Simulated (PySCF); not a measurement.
SMILES F[Si](F)(F)/C=C\[Si](F)(F)F (C2H2F6Si2), GFN2-xTB optimised geometry.

```
12

F      0.53    -2.37     0.29
Si     0.43    -2.27    -1.28
F      0.30    -3.76    -1.80
F      1.86    -1.78    -1.77
C     -0.99    -1.24    -1.92
C     -1.38    -0.05    -1.43
Si    -0.58     0.84     0.00
F      1.00     0.84     0.00
F     -1.00     2.37     0.00
F     -1.00     0.30     1.43
H     -1.55    -1.65    -2.76
H     -2.22     0.44    -1.89
```

Density from PBE/def2-TZVP (PySCF) at that geometry.

Minimum of the electron density along straight lines between bonded atoms, close to the bond critical point (lines longer than 1.1 times the sum of covalent radii, or with two minima, are not listed):

```csv
bond,length / Å,ρ at the minimum / e bohr⁻³,∇²ρ there / e bohr⁻⁵,position (fraction from the first atom)
F1–Si2,1.582,0.147,1.03,0.58
Si2–F3,1.586,0.146,1.03,0.42
Si2–F4,1.583,0.147,1.04,0.42
Si2–C5,1.866,0.128,0.14,0.39
C5–C6,1.335,…,-1.00,0.50
C6–Si7,1.866,0.128,0.14,0.61
Si7–F8,1.582,0.147,1.03,0.42
Si7–F9,1.585,0.146,1.03,0.42
Si7–F10,1.583,0.147,1.04,0.42
C5–H11,1.084,0.281,-0.97,0.65
C6–H12,1.084,0.281,-0.97,0.65
```

**Question.** Some entries are withheld; supply them.

**Answer.** 
- C5–C6, ρ at the minimum / e bohr⁻³: 0.343
